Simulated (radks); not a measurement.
Spherical jellium clusters: N electrons in a uniform positive sphere of charge N and radius rs N^(1/3), rs = 2.3 bohr. Calculated with a radial shooting solver with Libxc functionals: non-relativistic Kohn-Sham, LDA (Slater exchange, Perdew-Wang correlation), spin-polarised, spherical densities. Levels are named by radial order and angular momentum (1s, 1p, 1d, 2s, ...), and open shells are averaged over m.

N = 19, configuration 1s2 1p6 1d10 2s(up 1, down 0). This is the lowest configuration that the search found. Occupied and some empty levels:

level    occupation  eigenvalue (eV)  <r> (bohr)
1s up             1          -10.245       3.651
1s down           1          -9.9915       3.769
1p up             3          -7.6150       4.607
1p down           3          -7.5134       4.629
1d up             5          -4.6928       5.374
1d down           5          -4.6152       5.370
2s up             1          -4.1727       4.976
2s down           0          -3.8031       5.093
1f up             0          -1.6361       6.302
1f down           0          -1.5539       6.303
2p up             0          -1.3932       7.194
2p down           0          -1.2606       7.399

Energy (eV): total -17.2402, kinetic 85.654, external -1849.4, Hartree 893.71, exchange-correlation -107.54, background 960.35.

Electron density:

r (bohr)  n(r) (e/bohr^3)
0.469             0.01897
0.991             0.01828
1.51              0.01771
2.04              0.01780
2.56              0.01869
3.08              0.01995
3.60              0.02077
4.12              0.02033
4.65              0.01819
5.17              0.01459
5.69              0.01040
6.21             0.006622
6.74             0.003871
7.26             0.002148
7.78             0.001151
8.30            0.0006023
8.83            0.0003106
9.35            0.0001586
9.87           0.00008025
10.4           0.00004064
